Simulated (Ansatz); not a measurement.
Cost and result for the atomization energy of AlH$_{9}$OSi$_{2}$ (`[AlH3-][O+]([SiH3])[SiH3]`) (13 atoms, 12 bonds).

```json
{"atom": "Al1", "x (Å)": "1.293", "y (Å)": "0.991", "z (Å)": "0.886"}
{"atom": "O2", "x (Å)": "-0.018", "y (Å)": "-0.091", "z (Å)": "-0.169"}
{"atom": "Si3", "x (Å)": "-0.025", "y (Å)": "-1.738", "z (Å)": "0.222"}
{"atom": "Si4", "x (Å)": "-1.133", "y (Å)": "0.839", "z (Å)": "-1.040"}
{"atom": "H5", "x (Å)": "0.364", "y (Å)": "2.293", "z (Å)": "0.987"}
{"atom": "H6", "x (Å)": "1.347", "y (Å)": "-0.012", "z (Å)": "2.135"}
{"atom": "H7", "x (Å)": "2.564", "y (Å)": "1.055", "z (Å)": "-0.074"}
{"atom": "H8", "x (Å)": "-0.763", "y (Å)": "-2.407", "z (Å)": "-0.877"}
{"atom": "H9", "x (Å)": "1.382", "y (Å)": "-2.179", "z (Å)": "0.272"}
{"atom": "H10", "x (Å)": "-0.729", "y (Å)": "-1.929", "z (Å)": "1.507"}
{"atom": "H11", "x (Å)": "-2.142", "y (Å)": "1.385", "z (Å)": "-0.110"}
{"atom": "H12", "x (Å)": "-1.768", "y (Å)": "-0.098", "z (Å)": "-2.000"}
{"atom": "H13", "x (Å)": "-0.372", "y (Å)": "1.891", "z (Å)": "-1.739"}
```

Charge 0, multiplicity 1. The geometry is a stationary point of PBE0-D4/def2-TZVP. Program: Ansatz. Hardware: A = 2 threads of a server CPU on a shared host; B = 2 threads of an AMD EPYC 7R13 on a shared host and a share of an NVIDIA H100 80 GB. Times are those of one run each, without the atoms' runs, and a repeat can differ threefold. Electronic energies, without spin–orbit coupling; frozen cores. CCSD(T)/CBS adds CCSD(T) − MP2 in def2-TZVPP to the MP2 limit, and its time is that of the two runs behind it. T1 = 0.011. B3LYP takes the VWN-RPA correlation (the form of Gaussian; ORCA's B3LYP/G). HSE06 is the plane-wave form, built on full-range PBE exchange.

CCSD(T)/CBS is a level of theory with its own doubt, some kJ/mol a heavy atom from the limit and from the frozen cores, so smaller differences don't rank the functionals.

```csv
level,functions,wall time,atomization (kJ/mol),difference from CCSD(T)/CBS,per bond
LDA (SPW92)/def2-TZVPP [A],283,3 s,4242.5,338.7,28.2
revPBE-D4/def2-TZVPP [A],283,4.5 s,3743.3,-160.5,-13.4
MP2/def2-QZVPP [B],537,4.6 s,3845.3,-58.5,-4.9
CCSD(T)/def2-TZVPP [B],283,4.7 s,3805.3,-98.5,-8.2
PBE-D4/def2-TZVPP (with forces) [A],283,5.5 s,3793.2,-110.6,-9.2
CCSD(T)/def2-SVP [A],113,7 s,3645.6,-258.2,-21.5
r2SCAN-D4/def2-TZVPP (with forces) [A],283,9 s,3868.5,-35.3,-2.9
CCSD(T)/CBS(def2),–,9.3 s,3903.8,0.0,0.0
HSE06-D4/def2-TZVPP [A],283,10 s,3788.8,-115.0,-9.6
B3LYP-D4/def2-TZVPP (with forces) [A],283,11 s,3876.1,-27.7,-2.3
PBE-QIDH/def2-TZVPP [A],283,12 s,3806.6,-97.2,-8.1
B2PLYP/def2-TZVPP [A],283,12 s,3825.0,-78.8,-6.6
ωB97M-V/def2-TZVPP (with forces) [A],283,26 s,3890.3,-13.5,-1.1
```

From r2SCAN to r2SCAN0 (25 % exact exchange), in def2-TZVPP and without D4, the atomization energy moves by −29.9 kJ/mol: exact exchange takes away binding that semilocal exchange gives to molecules. At CCSD(T), def2-SVP lies −258.1 kJ/mol from the extrapolated value and def2-TZVPP −98.5 kJ/mol: correlation converges slowly with the basis, and small sets miss more of it in the bonded molecule than in its fragments. The D4 term adds +50.6 kJ/mol with B3LYP and +26.8 kJ/mol with PBE0; it sums over pairs of atoms, weighted by their polarisabilities, and B3LYP, whose exchange is more repulsive, gets the larger term.
